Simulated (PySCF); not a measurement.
Species: C₆H₆O₃.
Atom-mapped SMILES: `[CH3:1][O:2][c:3]1[cH:4][cH:5][o:6][c:7](=[O:8])[cH:9]1` (hydrogens: H10, H11, H12 on C1; H13 on C4; H14 on C5; H15 on C9)

Geometry (PBE0-D3(BJ)/def2-SVP, Å), atoms numbered from 1 in this order:
```xyz
15
C6H6O3 angstrom
C      2.1480   -0.3784   -1.1526
O      1.2812    0.6961   -0.8804
C      0.1058    0.4379   -0.3116
C     -0.7138    1.5912   -0.0648
C     -1.9161    1.3913    0.5136
O     -2.3763    0.1945    0.8621
C     -1.6446   -0.9865    0.6516
O     -2.1530   -2.0154    0.9953
C     -0.3520   -0.8048    0.0380
H      1.6899   -1.0933   -1.8560
H      3.0470    0.0539   -1.6076
H      2.4260   -0.9107   -0.2278
H     -0.3662    2.5857   -0.3388
H     -2.6196    2.1935    0.7481
H      0.2170   -1.7183   -0.1223
```

Method: TDDFT wB97X-D/def2-SVPD, vertical, gas phase, core orbitals frozen in the response (PySCF 2.14.0, density-fitted response routines).

Frontier orbitals with the atoms that hold most of them (Löwdin shares over 4%, at most four atoms; ? is withheld):

```tsv
orbital	ε (eV)	atoms
LUMO+2	2.03	C1 26%, H11 8%, H10 8%, H12 8%
LUMO+1	1.81	C7 22%, O8 18%, C4 16%, C5 12%
LUMO	0.37	?
HOMO	-8.72	?
HOMO-1	-10.03	O8 69%, C7 11%, O6 9%, C9 6%
HOMO-2	-10.21	O2 29%, C4 18%, O6 13%, C3 10%
HOMO-3	-12.24	O2 26%, O6 13%, C1 12%, C9 9%
```

(1) Which atoms hold the HOMO, and with what shares?

(2) Which atoms hold the LUMO, and with what shares?

(3) The HOMO–LUMO gap is 9.09 eV. Where does the response calculation put the lowest singlet, and from which orbitals?

(4) Give energy, strength and leading configuration of S1 and S2, and follow the Löwdin shares of the leading atoms from the occupied to the empty orbital.

Answers

(1) C9 (bonded to 2 C and H) 24%; O8 (bonded to C) 20%; C4 (bonded to 2 C and H) 14%; C5 (bonded to C, O and H) 13%. By element: carbon 51% or more, oxygen 20% or more.

(2) C5 (bonded to C, O and H) 20%; C3 (bonded to 2 C and O) 20%; C9 (bonded to 2 C and H) 14%; O6 (bonded to 2 C) 12%. By element: carbon 54% or more, oxygen 12% or more.

(3) S1 is at 4.92 eV (f = 0.112), 4.16 eV below the gap, made of HOMO→LUMO (97%). 

(4) 
- S1 (4.92 eV, f 0.112), HOMO→LUMO (97%): C9 24% → 14%, O8 20% → at most 12%, C5 13% → 20%, C3 at most 13% → 20%
- S2 (5.58 eV, f 0.0000), HOMO-1→LUMO (75%): O8 69% → at most 12%, C7 11% → at most 12%, C5 at most 6% → 20%, C3 at most 6% → 20%

Löwdin shares depend on the basis, the more so with diffuse functions.

Cost: about 2.2 min of CPU time on one thread; the machine was shared, so the figure is rough.

One conformer stands for the species.
